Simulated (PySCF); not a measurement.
Species: `FC(F)Oc1nccn1[SiH3]`. The columns A, B, C and D hold Mulliken, IAO, Hirshfeld and ESP-fitted charges (e) of one PBE0/pcSseg-1 density (PySCF), in a shuffled order. Coordinates in Å (GFN2-xTB); the density's dipole moment is (-3.64, -0.09, -0.54) D.

| atom | x | y | z | A | B | C | D |
| --- | --- | --- | --- | --- | --- | --- | --- |
| F1 | 2.846 | -1.204 | 1.826 | -0.110 | -0.293 | -0.280 | -0.238 |
| C2 | 2.430 | -0.635 | 0.680 | +0.208 | +0.605 | +0.679 | +0.647 |
| F3 | 3.095 | -1.275 | -0.304 | -0.114 | -0.297 | -0.284 | -0.242 |
| O4 | 1.093 | -0.835 | 0.535 | -0.104 | -0.329 | -0.484 | -0.403 |
| C5 | 0.343 | 0.278 | 0.310 | +0.163 | +0.372 | +0.746 | +0.565 |
| N6 | 0.749 | 1.508 | 0.276 | -0.213 | -0.382 | -0.480 | -0.550 |
| C7 | -0.392 | 2.230 | 0.021 | -0.039 | -0.091 | +0.011 | +0.096 |
| C8 | -1.452 | 1.394 | -0.089 | -0.042 | -0.139 | +0.092 | -0.496 |
| N9 | -0.979 | 0.111 | 0.098 | -0.114 | -0.376 | -0.746 | -0.051 |
| Si10 | -1.761 | -1.465 | 0.078 | +0.386 | +0.756 | +0.657 | +0.521 |
| H11 | 2.713 | 0.430 | 0.675 | +0.049 | +0.166 | +0.124 | +0.026 |
| H12 | -0.343 | 3.296 | -0.058 | +0.059 | +0.170 | +0.094 | +0.147 |
| H13 | -2.488 | 1.577 | -0.281 | +0.058 | +0.168 | +0.098 | +0.254 |
| H14 | -1.109 | -2.238 | -0.973 | -0.061 | -0.106 | -0.064 | -0.088 |
| H15 | -3.149 | -1.135 | -0.235 | -0.064 | -0.114 | -0.098 | -0.095 |
| H16 | -1.603 | -2.029 | 1.414 | -0.062 | -0.108 | -0.064 | -0.091 |

Problem. Which column most likely holds the ESP-fitted charges?

Solution. D. Σ q r misses the density's dipole by 0.06 D (D), 0.86 D (B), 0.96 D (C), 1.21 D (A). Charges fitted to the outside potential are the only set here that is tied to the molecule's multipoles.

Problem. And the Hirshfeld charges?

Solution. A. The mean sizes are 0.115 e (A), 0.280 e (B), 0.282 e (D), 0.313 e (C), and Hirshfeld charges are commonly the smallest of these schemes.

As computed, A = Hirshfeld, B = IAO, C = Mulliken, D = ESP-fitted. Hydrogens on carbon: Hirshfeld +0.05 to +0.06, IAO +0.17 to +0.17, Mulliken +0.09 to +0.12, ESP-fitted +0.03 to +0.25 e.

The IAO scheme projects the occupied orbitals on a minimal set of polarised atomic orbitals and counts the electrons in each atom's part of it. The ESP scheme is a least-squares fit of atom-centred charges to the potential on four shells outside the van der Waals surface, with the total charge fixed.

Isolated species at its GFN2-xTB geometry (one conformer only).

These values come from a run that also computed NMR shieldings. On Arm Neoverse N1, one thread, shared host, this took 61 s wall.

Conformer computed: `[F:1][CH:2]([F:3])[O:4][c:5]1[n:6][cH:7][cH:8][n:9]1[SiH3:10]`: F1–C2–O4–C5 127°, C2–O4–C5–N6 -3°.
